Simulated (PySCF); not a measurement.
# Excitation energy of Co+ by level of theory

Co+ [Ar] 3d8 (3F) → Co+ [Ar] 3d7 4p1 (high-spin determinant), as a difference of total energies. Computed with PySCF 2.14 in aug-cc-pVDZ-DK (7s6p4d2f, 59 functions), with scalar relativity by spin-free X2C-1e. Correlated levels: valence: [Ar] frozen. The calculations carry no spin-orbit coupling.

```csv
method,excitation energy (eV)
UHF,3.476
LDA,5.964
PBE,5.686
PBE0,5.329
r2SCAN,5.386
B97-3,5.557
BP86,5.716
B2PLYP,5.487
MP2 (valence),5.606
SCS-MP2 (valence),5.600
```

Q: How much does correlation contribute at MP2 (valence)?

A: 5.606 − (3.476) = 2.130 eV, measured against UHF.

A first-order spin-orbit estimate (lowest level to lowest level, LS coupling) adds 0.011 eV.

The determinant of the upper state mixes LS terms, which raises its energy above the lowest term, most at the Hartree-Fock and MP2 levels.
